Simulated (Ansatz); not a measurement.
`FB([SiH3])Br` → `FBBr` + `[SiH2]`  (silylene loss)

Calculated with Ansatz (gas phase, PBE0-D4/def2-TZVP geometries, no zero-point term in ΔE). CBS: MP2 limit from def2 TZ/QZ plus the TZ coupled-cluster correction, frozen cores. This one scheme is used for every species. Functionals use def2-TZVPP. For Br outer-core shells are correlated without core-valence functions, which leaves a few kJ/mol of doubt a bond. Scalar relativity is left out up to krypton.

`FB([SiH3])Br`:

Cartesian coordinates in Å:
```
F -1.128 1.896 0.000
B -0.951 0.604 -0.151
Si 0.821 -0.331 0.159
Br -2.482 -0.423 -0.697
H 1.225 -1.006 -1.102
H 1.883 0.621 0.577
H 0.633 -1.361 1.214
```

`FBBr`:

Z-matrix (Å, degrees):
```
B
F 1 1.309
Br 1 1.905 2 119.0
H 1 1.190 2 120.7 3 -180.0
```

`[SiH2]`:

```xyz
3

Si   -0.685    0.041    0.190
H     0.373    1.062   -0.217
H     0.311   -1.103    0.027
```

```tsv
species	BLYP energy (Eh)
`FB([SiH3])Br`	-2990.28179
`FBBr`	-2699.59331
`[SiH2]`	-290.61510
```

Question: Work out ΔE.

Answer: ΔE = (-2699.59331) + (-290.61510) − (-2990.28179) = 0.07338 Eh = +192.7 kJ/mol. CCSD(T)/CBS gives +217.3 kJ/mol.

Largest T1 diagnostic among the species: 0.014.

In def2-TZVPP, CCSD(T) changes the Hartree–Fock value by +19.5 kJ/mol (the triples alone add +5.5 kJ/mol) and MP2 by +33.4 kJ/mol. The D4 term adds +11.4 kJ/mol with B3LYP and +6.1 kJ/mol with PBE0; it sums over pairs of atoms, weighted by their polarisabilities, and B3LYP, whose exchange is more repulsive, gets the larger term. From PBE to PBE0 (25 % exact exchange), in def2-TZVPP and without D4, ΔE moves by +4.6 kJ/mol.

B3LYP here is the variant with VWN-RPA as its local correlation; programs differ in this.
